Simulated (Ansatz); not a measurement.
Calculated with Ansatz (gas phase, PBE0-D4/def2-TZVP geometries, no zero-point term in ΔE). CCSD(T)/CBS is the MP2 limit (def2-TZVPP, def2-QZVPP) plus CCSD(T) − MP2 in def2-TZVPP, frozen cores. Functionals use def2-TZVPP. One conformer a species, not always the lowest.

Reaction (formal exchange of groups at the Si–B bond): `B[SiH2]B(C)[SiH3]` + `O[BH][AlH2]` → `B[SiH2][B](O)[AlH2]` + `CB[SiH3]`

`B[SiH2]B(C)[SiH3]`:

Cartesian coordinates in Å:
```
B -0.544 0.280 2.430
Si 0.425 1.273 0.996
B 0.305 -0.100 -0.491
C 1.205 -1.368 -0.472
Si -1.097 0.202 -1.907
H 0.047 -0.467 3.154
H -1.735 0.324 2.524
H 1.852 1.536 1.344
H -0.234 2.556 0.619
H 0.572 -2.120 0.034
H 2.125 -1.298 0.112
H 1.417 -1.793 -1.457
H -0.549 1.235 -2.836
H -1.428 -1.007 -2.715
H -2.361 0.746 -1.334
```

`O[BH][AlH2]`:

Cartesian coordinates in Å:
```
O -0.929 -1.456 0.014
B -0.460 -0.300 -0.522
Al 0.899 0.907 0.621
H -1.531 -1.935 -0.564
H -0.841 -0.009 -1.636
H 0.380 2.065 1.587
H 2.480 0.728 0.501
```

`B[SiH2][B](O)[AlH2]`:

Z-matrix (Å, degrees):
```
Si
B 1 2.093
B 1 1.957 2 109.4
Al 1 2.878 2 46.9 3 120.1
H 1 1.488 2 110.1 3 -134.1
H 1 1.533 2 95.0 3 117.7
O 2 1.338 1 130.8 3 60.9
H 3 1.197 1 119.2 2 -95.2
H 3 1.194 1 121.2 2 75.0
H 4 1.592 1 106.7 2 -112.8
H 4 1.590 1 107.0 2 115.1
H 7 0.961 2 116.1 1 -2.4
```

`CB[SiH3]`:

Cartesian coordinates in Å:
```
C -0.702 -1.354 -0.412
B 0.086 -0.425 0.547
Si 0.658 1.457 0.095
H -1.752 -1.183 -0.109
H -0.529 -2.422 -0.262
H -0.651 -1.105 -1.473
H 0.347 -0.825 1.649
H 0.279 2.420 1.168
H 0.114 1.963 -1.198
H 2.149 1.473 -0.005
```

Q: Is it downhill or uphill in electronic energy at CCSD(T)/CBS, and by how much? (An estimate is asked.)

A: Computed: Uphill: ΔE = +0.18 eV.

Q: What do these levels give: ωB97X-V, r2SCAN, PBE0, HF/def2-TZVPP, MP2/def2-TZVPP, SCS-MP2/def2-QZVPP? (Best estimate.)

A: Ansatz gave: ωB97X-V 0.21, r2SCAN -0.03, PBE0 0.04, HF/def2-TZVPP 0.40, MP2/def2-TZVPP 0.22, SCS-MP2/def2-QZVPP 0.26 eV.

Largest T1 diagnostic among the species: 0.020, so the coupled-cluster value is less sure than usual.

From PBE to PBE0 (25 % exact exchange), in def2-TZVPP and without D4, ΔE moves by +0.10 eV. In def2-TZVPP, CCSD(T) changes the Hartree–Fock value by −0.21 eV (the triples alone add −0.05 eV) and MP2 by −0.17 eV.
